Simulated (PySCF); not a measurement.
CH13NSi5.
Atom-mapped SMILES: `[CH3:1][NH:2][SiH:3]1[SiH2:4][SiH2:5][SiH2:6][SiH2:7]1` (hydrogens: H8, H9, H10 on C1; H11 on N2; H12 on Si3; H13, H14 on Si4; H15, H16 on Si5; H17, H18 on Si6; H19, H20 on Si7)

The closed-shell ground state was solved at several levels (PySCF, density fitting, gas phase, non-relativistic). Geometry: PBE0-D3(BJ)/def2-SVP, one conformer, isolated molecule.

```tsv
level	basis functions	HOMO (eV)	LUMO (eV)	gap (eV)	dipole (D)
PBE0/pcSseg-1	219	-6.93	-0.82	6.11	1.64
KT3/pcSseg-1	219	-5.71	-1.58	4.13	1.57
```

Task: What might CAM-B3LYP/def2-SVPD (264 basis functions) give for the same quantities?

Result: HOMO -8.26 eV, LUMO 0.32 eV, gap 8.58 eV, dipole 1.50 D.

Task: Over all these levels, which gives the widest orbital gap and which the narrowest?

Result: CAM-B3LYP/def2-SVPD (range-separated hybrid) has the widest, 8.58 eV, and KT3/pcSseg-1 (GGA) the narrowest, 4.13 eV. Functional and basis both differ between the two, so the spread mixes both effects.

Task: How far do the dipole and the HOMO energy spread over the levels?

Result: The dipole runs from 1.50 to 1.64 D (mean 1.57 D) and the HOMO from -8.26 to -5.71 eV.
